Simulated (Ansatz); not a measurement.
C$_{3}$H$_{8}$BN (`CCN1BC1`) from Hartree–Fock to CCSD(T)

```xyz
13

C     1.497   -0.935    0.550
C     0.747    0.372    0.409
N    -0.521    0.179   -0.215
B    -1.529   -0.490   -0.794
C    -1.629    1.057   -0.593
H     2.464   -0.770    1.029
H     0.930   -1.643    1.158
H     1.671   -1.389   -0.427
H     1.330    1.088   -0.183
H     0.593    0.836    1.392
H    -1.912   -1.555   -1.143
H    -1.438    1.756   -1.409
H    -2.203    1.494    0.226
```

Charge 0, multiplicity 1. The geometry is a stationary point of PBE0-D4/def2-TZVP. It is one conformer, not always the lowest. Frozen core, restricted reference, Ansatz. CBS rows extrapolate triple and quadruple zeta; past MP2 they add the triple-zeta difference.

```
     basis     HF (Eh)  MP2 corr.
def2-TZVPP  -197.43452   -0.82244
def2-QZVPP  -197.44398   -0.87538
```

Question: Estimate the CCSD correlation energy and the (T) correction in each basis where they were run (hartree).

Answer: 
```tsv
basis	CCSD corr.	(T)
def2-TZVPP	-0.86526	-0.03638
CBS(def2)	-0.95741	as TZ
```
